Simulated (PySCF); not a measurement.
## Computed properties of Sn(OH)(OMe) (CH4O2Sn), SMILES C[O][Sn][OH]

Sn(OH)(OMe) (CH4O2Sn), SMILES [Sn]([OH])[O]C (connectivity only; charge and spin as stated), neutral, multiplicity 1. Geometry: B3LYP-D3(BJ)/def2-SVP. The def2 effective core potentials stand for the cores of Sn; spin–orbit coupling is left out. One conformer was computed; it need not be the lowest. All values are computed for the isolated molecule unless a solvent is named; none is compared with measurement here.

**Structure.** All 18 harmonic modes at B3LYP-D3(BJ)/def2-SVP (PySCF) are real, so it is a minimum. With heavy atoms numbered as in [Sn:1]([OH:2])[O:4][CH3:5], the shortest bond between them is O4–C5 at 1.398 Å and the longest Sn1–O4 at 2.018 Å.

**Vibrations.** The strongest infrared lines (harmonic, unscaled, degenerate partners summed) lie at 1120 cm⁻¹ (219 km/mol, O 46 %, C 43 %, H 11 %), 374 cm⁻¹ (126 km/mol, H 89 %, O 11 %), 2941 cm⁻¹ (103 km/mol, H 97 %). The softest mode is at 50 cm⁻¹ and the zero-point energy is 33.5 kcal/mol.

**Electronic structure.** CAM-B3LYP/def2-TZVP (PySCF) places the frontier levels at -9.04 and -1.17 eV, a gap of 7.87 eV, and gives a dipole moment of 0.51 D and a mean polarisability of 57.9 bohr³.

**Excitations.** TDDFT-CAM-B3LYP/def2-SVPD (PySCF) has S1 at 4.62 eV (268 nm, f = 0.035, weak); the most intense of the 10 singlets computed lies at 7.12 eV (f = 0.29). T1 (TDA) is at 3.57 eV. No vertical singlet excitation falls in the visible range (under 3.1 eV).
